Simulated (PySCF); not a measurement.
**Radial density of Zn³⁺ (zinc, charge +3)**

UHF, [Ar] 3d9, 2D determinant. All numbers are calculated (PySCF 2.14, scalar relativity by spin-free X2C-1e, in aug-cc-pVDZ-DK).

| r (bohr) | 4πr²ρ (e/bohr) | 4πr²(ρα − ρβ) |
| --- | --- | --- |
| 0.000893 | 0.2896 | 0.0000 |
| 0.00150 | 0.7204 | 0.0000 |
| 0.00253 | 1.753 | 0.0000 |
| 0.00425 | 4.116 | 0.0000 |
| 0.00715 | 9.101 | 0.0001 |
| 0.0120 | 18.09 | 0.0002 |
| 0.0202 | 29.93 | 0.0003 |
| 0.0340 | 36.70 | 0.0007 |
| 0.0572 | 31.41 | 0.0029 |
| 0.0963 | 31.76 | 0.0190 |
| 0.162 | 42.09 | 0.1210 |
| 0.272 | 24.91 | 0.5384 |
| 0.458 | 22.18 | 1.1951 |
| 0.771 | 19.39 | 1.0179 |
| 1.30 | 4.331 | 0.2974 |
| 2.18 | 0.2683 | 0.0176 |
| 3.67 | 0.001854 | -0.0001 |

Densities and radii are taken from the X2C orbitals without a picture-change correction, which distorts them close to the nucleus.
